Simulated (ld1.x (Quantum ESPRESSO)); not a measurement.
**Before and after: TM potential for palladium (Pd)**

```
Element                 : palladium
Generator               : ld1.x (Quantum ESPRESSO) 7.5
Type                    : norm-conserving Troullier–Martins (Kleinman–Bylander form)
Functional              : LDA (PZ)
Relativity              : scalar-relativistic
Frozen core             : [Ar] 3d10
Valence charge          : 18
Reference configuration : 4s2 4p6 4d8 5s0 5p0 (charge +2)
Partial waves           : 4p (bound): rc 1.20 bohr; 4d (bound): rc 1.20 bohr; 4s (bound): rc 1.40 bohr
Local potential         : the s channel
Core correction         : Bessel-smoothed model core inside 1.10 bohr
```

All-electron outer shells of the reference configuration (LDA (PZ), scalar-relativistic, ld1.x):

```json
{"shell": "3d", "level (eV)": "-351.49", "outermost node (bohr)": "–", "outermost maximum (bohr)": "0.28"}
{"shell": "4s", "level (eV)": "-110.55", "outermost node (bohr)": "0.45", "outermost maximum (bohr)": "0.85"}
{"shell": "4p", "level (eV)": "-76.23", "outermost node (bohr)": "0.46", "outermost maximum (bohr)": "0.90"}
{"shell": "4d", "level (eV)": "-27.58", "outermost node (bohr)": "0.45", "outermost maximum (bohr)": "1.07"}
{"shell": "5s", "level (eV)": "-20.58", "outermost node (bohr)": "1.13", "outermost maximum (bohr)": "2.27"}
{"shell": "5p", "level (eV)": "-14.22", "outermost node (bohr)": "1.26", "outermost maximum (bohr)": "2.71"}
```

Change: all radii but the core radius scaled by about 1.03 (s 1.44, p 1.24, d 1.24 bohr).

Cutoffs: the cutoffs (Ry, on a coarse ladder) from which the occupation-weighted sum of valence levels, in a spherical-Bessel basis at the reference potential, stays within 10 and 1 mRy of its value at 400 Ry; they do not see the model core or the augmentation charge, which bear on the density cutoff. Errors are all-electron minus pseudo energies relative to the spin-unpolarised reference configuration.

How do hardness, ghosts and transferability respond?

The potential gets softer (120 Ry and 160 Ry → 90 Ry and 160 Ry); of the 9 tests that both files solve, the error grows in 4 and shrinks in 0 by more than 15 % and 0.3 meV (median size 34.9 → 36.9 meV); neither file shows a bound ghost. A larger radius leaves more room for a smooth pseudo-wave, so fewer plane waves are needed. More of the atom is replaced by a form fitted at one configuration, so other configurations suffer.

| quantity | base | changed |
| --- | --- | --- |
| cutoff, loose | 120 Ry | 90 Ry |
| cutoff, tight | 160 Ry | 160 Ry |
| loose cutoff by channel (10 mRy a level) | p 70 Ry, d 55 Ry, s 50 Ry | p 60 Ry, d 55 Ry, s 45 Ry |
| bound ghosts | none | none |
| error for 4s2 4p6 4d10 5s0 5p0, meV [ΔE -30.47 eV] | +38 | +45 |
| error for 4s2 4p6 4d9 5s0 5p0, meV [ΔE -21.08 eV] | +15 | +18 |
| error for 4s2 4p6 4d7 5s0 5p0, meV [ΔE 34.60 eV] | +21 | +24 |
| error for 4s2 4p6 4d6 5s0 5p0, meV [ΔE 84.15 eV] | +106 | +123 |
| error for 4s2 4p6 4d9.5 5s0 5p0, meV [ΔE -27.10 eV] | +27 | +32 |
| error for 4s2 4p5 4d10 5s0 5p0, meV [ΔE 26.87 eV] | -35 | -38 |
| error for 4s1 4p6 4d10 5s0 5p0, meV [ΔE 61.22 eV] | -147 | -165 |
| error for 4s2 4p6 4d8 5s0 5p0 (spin-polarised), meV [ΔE -0.63 eV] | +36 | +37 |
| error for 4s2 4p6 4d9 5s0 5p0 (spin-polarised), meV [ΔE -21.23 eV] | +23 | +26 |
